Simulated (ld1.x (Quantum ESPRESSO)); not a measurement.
**rhenium, ultrasoft: configuration errors across variants**

ld1.x (Quantum ESPRESSO) 7.5 input, shortened:

```
&input
   title='Re', zed=75., rel=1, dft='PZ', iswitch=3,
   config='[Xe] 4f14 5d5 6s2 6p0'
 /
 &inputp
   pseudotype=3, tm=.true., lloc=-1, rcloc=2.55,
   nlcc=.true.
 /
6
6S  1  0   2.00   0.00  2.10  2.85  0.0
6S  1  0   0.00   0.70  2.10  2.85  0.0
6P  2  1   0.00   0.00  2.45  2.85  0.0
6P  2  1   0.00   3.15  2.45  2.85  0.0
5D  3  2   5.00   0.00  2.05  2.70  0.0
5D  3  2   0.00  -0.10  2.05  2.70  0.0
 &test
   configts(1)='5d5 6s2 6p0'
 /
```

All-electron excitation energies from the reference (eV): (1) 5d5 6s1 6p0 9.516; (2) 5d5 6s0 6p0 26.196; (3) 5d4 6s0 6p0 53.640; (4) 5d6 6s0 6p0 9.722; (5) 5d4 6s2 6p1 5.120; (6) 5d4 6s2 6p0 10.188; (7) 5d5 6s1 6p1 4.866; (8) 5d5 6s2 6p0 spin -3.112; (9) 5d5 6s1 6p0 spin 5.051.

Spin tests fill each open shell by Hund’s rule, majority spin first.

The overlap operator is not positive definite (basis up to 400 Ry) in “waves 5d (bound): rcut 2.05, rcutus 4.10 bohr; 5d channel at -0.1 Ry: rcut 2.05, rcutus 4.10 bohr”. Such files are unfit for use, however small their errors in these radial tests.

Tests that are not counted but printed errors over 1 eV. “waves 5d (bound): rcut 2.05, rcutus 3.16 bohr; 5d channel at -0.1 Ry: rcut 2.05, rcutus 3.16 bohr”: 5d4 6s0 6p0 (solver errors, printed error -114 eV). “waves 5d (bound): rcut 2.05, rcutus 3.46 bohr; 5d channel at -0.1 Ry: rcut 2.05, rcutus 3.46 bohr”: 5d4 6s2 6p0 (solver errors, printed error -193 eV); 5d5 6s0 6p0 (solver errors, printed error -166 eV); 1 more. “waves 5d (bound): rcut 2.05, rcutus 4.10 bohr; 5d channel at -0.1 Ry: rcut 2.05, rcutus 4.10 bohr”: 5d5 6s2 6p0 (spin-polarised) (solver errors, printed error -256 eV); 5d5 6s1 6p1 (solver errors, printed error -248 eV); 7 more.

Errors AE − PS in meV (a dash: test not solved or not reliable):

```csv
change,(1),(2),(3),(4),(5),(6),(7),(8),(9),bound ghosts
base,-7.8,-33,-109,-81,-59,-44,-2.5,+167,+207,none
"waves 5d (bound): rcut 1.72, rcutus 1.82 bohr; 5d channel at -0.1 Ry: rcut 1.72, rcutus 1.82 bohr",-7.6,-32,-108,-78,-57,-43,-2.5,+169,+211,none
"waves 5d (bound): rcut 1.94, rcutus 2.06 bohr; 5d channel at -0.1 Ry: rcut 1.94, rcutus 2.06 bohr",-7.7,-32,-107,-79,-57,-43,-2.5,+166,+207,none
"waves 5d (bound): rcut 2.05, rcutus 2.38 bohr; 5d channel at -0.1 Ry: rcut 2.05, rcutus 2.38 bohr",-7.7,-32,-108,-78,-57,-43,-2.5,+168,+209,none
"waves 5d (bound): rcut 2.05, rcutus 2.54 bohr; 5d channel at -0.1 Ry: rcut 2.05, rcutus 2.54 bohr",-7.7,-32,-108,-79,-58,-43,-2.5,+167,+208,none
"waves 5d (bound): rcut 2.05, rcutus 2.98 bohr; 5d channel at -0.1 Ry: rcut 2.05, rcutus 2.98 bohr",-7.9,-33,-116,-89,-64,-48,-2.5,+166,+206,none
"waves 5d (bound): rcut 2.05, rcutus 3.16 bohr; 5d channel at -0.1 Ry: rcut 2.05, rcutus 3.16 bohr",-7.9,-33,–,-97,-70,-54,-2.6,+166,+205,none
"waves 5d (bound): rcut 2.05, rcutus 3.46 bohr; 5d channel at -0.1 Ry: rcut 2.05, rcutus 3.46 bohr",-7.9,–,–,-108,-82,–,-2.7,+166,+205,none
"waves 5d (bound): rcut 2.05, rcutus 4.10 bohr; 5d channel at -0.1 Ry: rcut 2.05, rcutus 4.10 bohr",–,–,–,–,–,–,–,–,–,not determined (overlap not positive)
```

(1) Give the same row for: waves 5d (bound): rcut 2.05, rcutus 3.74 bohr; 5d channel at -0.1 Ry: rcut 2.05, rcutus 3.74 bohr.

Results:

(1) -7.9, –, –, –, -99, –, -3.1, +166, –; bound ghosts: none. Not counted: 5d6 6s0 6p0 (solver errors, printed error -222 eV); 5d5 6s1 6p0 (spin-polarised) (solver errors, printed error -210 eV); 3 more.
